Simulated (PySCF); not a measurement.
**Radial density of N³⁺ (nitrogen, charge +3)**

UHF, [He] 2s2, closed-shell 1S. All numbers are calculated (PySCF 2.14, no relativity, point nucleus, in aug-cc-pVDZ).

```csv
r (bohr),4πr²ρ (e/bohr)
0.00476,0.05536
0.00801,0.1504
0.0135,0.3929
0.0227,0.9800
0.0381,2.235
0.0641,4.421
0.108,6.849
0.181,7.083
0.305,3.756
0.513,1.327
0.863,1.972
1.45,1.082
2.44,0.06981
4.11,0.0001586
6.91,2.155e-05
```
